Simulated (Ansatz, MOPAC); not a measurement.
Complex: PH3 (SMILES P) (first 4 atoms) with ClH3Si (SMILES [SiH3]Cl); geometry from B3LYP-D3(BJ)/def2-TZVP, rigid monomers moved along the line of their centres of mass till P1···Cl6 is 3.31 Å.
(charge 0, multiplicity 1):
```xyz
9

P      0.1101    -0.2979     0.0566
H      1.3546    -0.9260     0.3115
H      0.3210    -0.2433    -1.3463
H      0.6215     1.0053     0.2767
Si    -0.8872    -0.7121     3.8133
Cl     0.9403     0.0724     3.2380
H     -1.5889     0.3053     4.6202
H     -0.6328    -1.9220     4.6196
H     -1.6558    -1.0418     2.5998
```

Counterpoise-corrected where a basis set is named; no monomer relaxation.

The state that PM7 reach isn't checked; PM7 holds dispersion and hydrogen-bond terms.

Programs: Ansatz (Gaussian basis) for Hartree–Fock, density functionals and correlated methods; MOPAC for PM7 (differences of heats of formation). 

Problem. Give the interaction energy at the level PBE0/def2-TZVPPD.

Solution. 3 kJ/mol

Problem. Give the interaction energy at the level wB97M-V/def2-TZVPPD.

Solution. -2 kJ/mol

Problem. What is the computed interaction energy (PM7)?

Solution. 49 kJ/mol

Ansatz is a quantum-chemistry and plane-wave program.
